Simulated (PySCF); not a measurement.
H₂O₄P, charge -1, multiplicity 1. Atoms are numbered in the order given.

```xyz
7

O      1.0022     0.8953    -0.8528
P      0.0000     0.0000    -0.1702
O     -1.0022    -0.8953    -0.8528
O      0.8410    -0.9789     0.8948
O     -0.8410     0.9789     0.8948
H      0.3300    -1.7928     0.9403
H     -0.3300     1.7928     0.9403
```
Charge -1, spin multiplicity 1.

The structure is a stationary point at PBE0-D3(BJ)/def2-SVPD. The multiplicity is an assumed one; other spin states were not compared. The isomer is the one that the SMILES or the coordinates give; other isomers of the formula were not compared. One conformer was computed; it need not be the lowest.

These are PBE0-D3(BJ)/def2-SVPD (PySCF) values and carry that method's errors.

Frequencies are harmonic and unscaled.

Computed harmonic wavenumbers and intensities:
```json
[
 {"mode": "1", "ν (cm⁻¹)": "205", "IR (km/mol)": "68.1", "moving atoms (share of kinetic energy)": "H 63 %, O 35 %"},
 {"mode": "2", "ν (cm⁻¹)": "307", "IR (km/mol)": "4.3", "moving atoms (share of kinetic energy)": "O 94 %"},
 {"mode": "3", "ν (cm⁻¹)": "325", "IR (km/mol)": "28.0", "moving atoms (share of kinetic energy)": "H 88 %, O 10 %"},
 {"mode": "4", "ν (cm⁻¹)": "377", "IR (km/mol)": "7.2", "moving atoms (share of kinetic energy)": "O 64 %, H 35 %"},
 {"mode": "5", "ν (cm⁻¹)": "413", "IR (km/mol)": "40.1", "moving atoms (share of kinetic energy)": "O 62 %, P 19 %, H 18 %"},
 {"mode": "6", "ν (cm⁻¹)": "482", "IR (km/mol)": "55.3", "moving atoms (share of kinetic energy)": "O 78 %, P 19 %"},
 {"mode": "7", "ν (cm⁻¹)": "490", "IR (km/mol)": "57.3", "moving atoms (share of kinetic energy)": "O 80 %, P 17 %"},
 {"mode": "8", "ν (cm⁻¹)": "762", "IR (km/mol)": "103.2", "moving atoms (share of kinetic energy)": "O 75 %, P 21 %"},
 {"mode": "9", "ν (cm⁻¹)": "792", "IR (km/mol)": "336.3", "moving atoms (share of kinetic energy)": "O 50 %, P 49 %"},
 {"mode": "10", "ν (cm⁻¹)": "1031", "IR (km/mol)": "50.1", "moving atoms (share of kinetic energy)": "H 84 %, O 15 %"},
 {"mode": "11", "ν (cm⁻¹)": "1048", "IR (km/mol)": "108.1", "moving atoms (share of kinetic energy)": "H 73 %, O 26 %"},
 {"mode": "12", "ν (cm⁻¹)": "1080", "IR (km/mol)": "246.9", "moving atoms (share of kinetic energy)": "O 72 %, P 24 %"},
 {"mode": "13", "ν (cm⁻¹)": "1303", "IR (km/mol)": "378.6", "moving atoms (share of kinetic energy)": "P 48 %, O 44 %, H 8 %"},
 {"mode": "14", "ν (cm⁻¹)": "3901", "IR (km/mol)": "82.5", "moving atoms (share of kinetic energy)": "H 94 %"},
 {"mode": "15", "ν (cm⁻¹)": "3902", "IR (km/mol)": "2.7", "moving atoms (share of kinetic energy)": "H 94 %"}
]
```
